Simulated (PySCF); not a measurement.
C4H6BF, SMILES B(CC)(F)C#C. Geometry: PBE0-D3(BJ)/def2-SVP. The structure was generated by enumeration, and PubChem lists no compound with its InChIKey, so it may never have been made. One conformer was computed; it need not be the lowest.

Computed equilibrium geometry at PBE0-D3(BJ)/def2-SVP (PySCF confirms it by a frequency run) as bond lengths and angles, and its point group (one conformer of several):
point group Cs.
Atoms: C1 C2 B3 F4 C5 C6 H7 H8 H9 H10 H11 H12. Bond lengths (Å): C1–C2 1.217, C1–H7 1.076, C2–B3 1.536, B3–F4 1.332, B3–C5 1.565, C5–C6 1.522, C5–H8 1.107, C5–H9 1.107, C6–H10 1.101, C6–H11 1.101, C6–H12 1.101. Angles (°): C2–C1–H7 179.3, C1–C2–B3 177.1, C2–B3–F4 117.6, C2–B3–C5 123.8, F4–B3–C5 118.5, B3–C5–C6 117.3, B3–C5–H8 106.2, B3–C5–H9 106.2, C6–C5–H8 111.2, C6–C5–H9 111.2, H8–C5–H9 103.6, C5–C6–H10 111.3, C5–C6–H11 111.9, C5–C6–H12 111.3, H10–C6–H11 107.6, H10–C6–H12 106.8, H11–C6–H12 107.6.
Charge 0, spin multiplicity 1.
